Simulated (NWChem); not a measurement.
Species: Si2NH7O; SMILES N[SiH2][SiH2]O

```xyz
11

N     -0.4404     2.4277     0.0153
Si     0.5907     1.0144    -0.0210
Si    -0.5592    -1.0503    -0.0054
O      0.4379    -2.4024    -0.0393
H     -0.9834     2.6406    -0.8143
H     -0.9996     2.5959     0.8445
H      1.4901     1.0883     1.1686
H      1.4300     1.1183    -1.2480
H     -1.4090    -1.1763    -1.2205
H     -1.4819    -1.0751     1.1764
H      1.0917    -2.4631     0.6709
```
Atoms are numbered in this order, from 1.

Program: NWChem. The geometry was optimised at B3LYP/6-31G* (spherical d). Hybrids' shares of exact exchange are those that their runs print; pure functionals count as 0. The functionals differ in more than this share.

| row | share of exact exchange | orbital gap (eV) |
|---|---|---|
| PBE/def2-TZVP | 0.00 | 4.08 |
| BLYP/def2-TZVP | 0.00 | 4.11 |
| B3LYP/def2-TZVP | 0.20 | withheld |
| PBE0/def2-TZVP | 0.25 | 6.17 |
| PW6B95/def2-TZVP | 0.28 | 6.27 |

Question: Fit a straight line of the last column on the one before it, predict the withheld value, and compare with the run.

Answer: 
1. Means of the 4 shown rows: x = 0.133, y = 5.158. Slope Σ(x − x̄)(y − ȳ)/Σ(x − x̄)² = 0.5646/0.07068 = 7.989; intercept 4.099.
2. The shown rows scatter about the line by 0.051 (root mean square); the largest residual is +0.07, at PBE0/def2-TZVP.
3. At x = 0.20 (B3LYP/def2-TZVP; inside the shown range) the line gives 5.70.
4. The run gives 5.76, +0.06 from the line, 1.2 times the scatter.
